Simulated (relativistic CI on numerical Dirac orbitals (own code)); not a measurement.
Cl¹⁴⁺: sensitivity of the levels to the model

Base calculation: Dirac-Coulomb-Breit CI, KLI orbitals optimised for each configuration, model QED, unscaled Slater integrals.

Configuration list (outside the closed core 1s2): 2s, 2p, 3s, 3p, 3d, 4s, 4p, 4d, 4f, 5s, 5p, 5d, 5f, 5g, 6s, 6p, 6d. Levels of other configurations are missing.

Variants: (1) non-relativistic limit. Shifts of the energy above 2s 2S_1/2, in eV, for the lowest level and the first level of each name with at least 55 % of one term (blank where a level changes its place among those of its configuration and J or its character, or is not in the variant):

| Level | Base | Δ(1) |
| --- | --- | --- |
| 2s 2S_1/2 | 0.000 | 0.000 |
| 2p 2P°_1/2 | 29.974 | -0.497 |
| 2p 2P°_3/2 | 32.418 | -2.941 |
| 3s 2S_1/2 | 456.395 | -2.201 |
| 3p 2P°_1/2 | 464.682 | -2.333 |
| 3p 2P°_3/2 | 465.400 | -3.052 |
| 3d 2D_3/2 | 468.426 | -3.021 |
| 3d 2D_5/2 | 468.653 | -3.248 |
| 4s 2S_1/2 | 612.481 | -2.838 |
| 4p 2P°_1/2 | 615.889 | -2.890 |
| 4p 2P°_3/2 | 616.191 | -3.192 |
| 4d 2D_3/2 | 617.447 | -3.181 |
| 4d 2D_5/2 | 617.542 | -3.277 |
| 4f 2F°_5/2 | 617.602 | -3.276 |

At this charge energies of transitions that change n are usually good to better than 1 %, and those within a shell (Δn = 0) to a few per cent.

Ionisation energy from the two ground configurations alone: base 809.014 eV. The NIST ASD value (theoretical) is 809.198 eV.
